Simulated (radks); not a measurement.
The numbers below are computed, except where a source is named.
All-electron atom: Ba in [Xe] 6s2. Level of theory: scalar-relativistic Kohn-Sham, LDA (Slater exchange, Perdew-Wang correlation), spin-polarised, spherical densities, point nucleus (a radial shooting solver on a logarithmic mesh with Libxc functionals). Some entries of the table are withheld. Estimate them.

orbital,occ.,eigenvalue (hartree),<r^2> (bohr^2),r(max) (bohr)
1s,2,-1367.841,0.0008897,0.01644
2s,2,-216.2396,(1),0.09296
2p,6,-194.0054,0.01130,(2)
3s,2,-45.62719,0.09767,0.2666
3p,6,-38.49850,0.09767,0.2608
3d,10,-28.11659,0.08400,0.2150
4s,2,-8.93953,0.5132,0.6249
4p,6,-6.63760,0.5833,0.6536
4d,10,-3.29471,0.7458,0.6953
5s,2,-1.24231,(3),1.466
5p,6,-0.69108,4.198,1.668
6s,2,(4),25.21,4.057

Answer. 
(1) 2s <r^2> (bohr^2): 0.01423
(2) 2p r(max) (bohr): 0.07464
(3) 5s <r^2> (bohr^2): 3.010
(4) 6s eigenvalue (hartree): -0.12302
